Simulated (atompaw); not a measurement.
# zirconium (Zr): one change to a PAW (atompaw) potential, before and after

```
Element                 : zirconium
Generator               : atompaw 4.2.0.5
Type                    : PAW
Functional              : PBE
Relativity              : scalar-relativistic
Frozen core             : [Ar] 3d10
Valence charge          : 12
Reference configuration : 4s2 4p6 4d2 5s2 5p0
Partial waves           : 4s (bound): rc 1.75 bohr; 5s (bound): rc 2.70 bohr; 4p (bound): rc 2.45 bohr; 5p (bound, empty): rc 2.70 bohr; 4d (bound): rc 2.70 bohr; 4d channel at 0.45 Ry: rc 2.70 bohr
Local potential         : troulliermartins scheme with l = 3 at 0.5 Ry, radius 2.35 bohr
Core correction         : smooth core density matched at 1.85 bohr
Augmentation charge     : sinc compensation charge, radius 2.15 bohr; PAW radius 2.70 bohr; waves and projectors: custom polynom2 7 10 vanderbiltortho
```

All-electron outer shells of the reference configuration (PBE, scalar-relativistic, ld1.x):

```tsv
shell	level (eV)	outermost node (bohr)	outermost maximum (bohr)
3p	-317.66	0.18	0.40
3d	-174.71	–	0.35
4s	-54.50	0.55	1.08
4p	-32.46	0.56	1.17
5s	-4.44	1.47	3.15
4d	-3.60	0.58	1.59
5p	-1.47	1.70	4.15
```

Change: wave 4s (bound): rc 1.75 bohr becomes 4s (bound): rc 2.32 bohr.

Cutoffs: the cutoffs (Ry, on a coarse ladder) from which the occupation-weighted sum of valence levels, in a spherical-Bessel basis at the reference potential, stays within 10 and 1 mRy of its value at 400 Ry; they do not see the model core or the augmentation charge, which bear on the density cutoff.

Question: What does the change do?

Answer: The potential gets neither clearly harder nor softer (30 Ry and 60 Ry → 30 Ry and 60 Ry); the p channel sets the loose cutoff, while the largest relative change is in s, which becomes softer; neither file shows a bound ghost.

```csv
quantity,base,changed
"cutoff, loose",30 Ry,30 Ry
"cutoff, tight",60 Ry,60 Ry
loose cutoff by channel (10 mRy a level),"s 12 Ry, p 15 Ry, d 15 Ry","s 8 Ry, p 15 Ry, d 15 Ry"
bound ghosts,none,none
s: phases at 2.72 bohr within 0.05 rad from the reference energy up to (Ry; the scan ends near 5),0.8,1.0
p: phases at 2.72 bohr within 0.05 rad from the reference energy up to (Ry; the scan ends near 5),0.8,0.8
d: phases at 2.72 bohr within 0.05 rad from the reference energy up to (Ry; the scan ends near 5),2.4,2.4
lowest overlap eigenvalue by channel,"s 0.33, p 0.71, d 0.92","s 0.45, p 0.71, d 0.92"
```

 The cutoffs see the waves, projectors and local potential, not the compensation charge or the core.
